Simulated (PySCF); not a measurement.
Partial charges of octafluorocyclobutane

Octafluorocyclobutane, C₄F₈.
Cartesian coordinates in Å at the PBE0-D3(BJ)/def2-SVP level; atoms count from 1:
```
atom  x, y, z in Å
F1     0.362   -0.931   -1.812
C2     0.296   -0.945   -0.482
F3     0.611   -2.141   -0.011
C4    -1.042   -0.336    0.036
F5    -2.034   -0.291   -0.839
F6    -1.439   -0.909    1.170
C7    -0.300    1.010    0.296
F8    -0.523    1.578    1.471
F9    -0.494    1.880   -0.692
C10    1.059    0.260    0.146
F11    1.961    0.842   -0.628
F12    1.582   -0.052    1.330
```

Density: PBE0/pcSseg-1 (PySCF); schemes: Mulliken, IAO, Hirshfeld and ESP-fitted. Geometry: PBE0-D3(BJ)/def2-SVP, one conformer, isolated molecule.

For which atoms does the sign change between the 4 schemes (beyond +0.03 e in one, beyond −0.03 e in another)?

For none.

Which atoms carry the lowest charge in the Mulliken, IAO, Hirshfeld and ESP-fitted schemes?

All schemes pick atoms of one kind: Mulliken F1, F3, F5, F6 and 3 more (-0.250); IAO F1, F6, F9 and F12 (-0.257); Hirshfeld F3, F5, F8 and F11 (-0.073); ESP-fitted F6 and F12 (-0.207).

What partial charge does each atom carry?

In e:

```json
{"atom": "F1", "environment": "fluorine of a CF2 group", "Mulliken": "-0.250", "IAO": "-0.257", "Hirshfeld": "-0.072", "ESP-fitted": "-0.200"}
{"atom": "C2", "environment": "CF2 carbon", "Mulliken": "+0.500", "IAO": "+0.506", "Hirshfeld": "+0.144", "ESP-fitted": "+0.345"}
{"atom": "F3", "environment": "fluorine of a CF2 group", "Mulliken": "-0.250", "IAO": "-0.249", "Hirshfeld": "-0.073", "ESP-fitted": "-0.159"}
{"atom": "C4", "environment": "CF2 carbon", "Mulliken": "+0.499", "IAO": "+0.506", "Hirshfeld": "+0.145", "ESP-fitted": "+0.389"}
{"atom": "F5", "environment": "fluorine of a CF2 group", "Mulliken": "-0.250", "IAO": "-0.249", "Hirshfeld": "-0.073", "ESP-fitted": "-0.167"}
{"atom": "F6", "environment": "fluorine of a CF2 group", "Mulliken": "-0.250", "IAO": "-0.257", "Hirshfeld": "-0.072", "ESP-fitted": "-0.207"}
{"atom": "C7", "environment": "CF2 carbon", "Mulliken": "+0.500", "IAO": "+0.506", "Hirshfeld": "+0.145", "ESP-fitted": "+0.342"}
{"atom": "F8", "environment": "fluorine of a CF2 group", "Mulliken": "-0.249", "IAO": "-0.249", "Hirshfeld": "-0.073", "ESP-fitted": "-0.160"}
{"atom": "F9", "environment": "fluorine of a CF2 group", "Mulliken": "-0.250", "IAO": "-0.257", "Hirshfeld": "-0.072", "ESP-fitted": "-0.198"}
{"atom": "C10", "environment": "CF2 carbon", "Mulliken": "+0.499", "IAO": "+0.506", "Hirshfeld": "+0.144", "ESP-fitted": "+0.387"}
{"atom": "F11", "environment": "fluorine of a CF2 group", "Mulliken": "-0.250", "IAO": "-0.249", "Hirshfeld": "-0.073", "ESP-fitted": "-0.165"}
{"atom": "F12", "environment": "fluorine of a CF2 group", "Mulliken": "-0.250", "IAO": "-0.257", "Hirshfeld": "-0.072", "ESP-fitted": "-0.207"}
```

Mean size of the charges over all atoms: IAO 0.337 e, Mulliken 0.333 e, ESP-fitted 0.244 e, Hirshfeld 0.096 e. Each set sums to the total charge, 0, to within 0.001 e. The IAO scheme projects the occupied orbitals on a minimal set of polarised atomic orbitals and counts the electrons in each atom's part of it. The Hirshfeld scheme weights the molecular density at each point by an atom's share of the summed free-atom densities.

Sum the charges by element.

```tsv
element	atoms	Mulliken	IAO	Hirshfeld	ESP-fitted
F	8	-1.998	-2.023	-0.578	-1.462
C	4	+1.999	+2.023	+0.578	+1.462
```

How many electrons does the Mulliken scheme count on F8?

Z − q = 9 − (-0.249) ≈ 9.250.
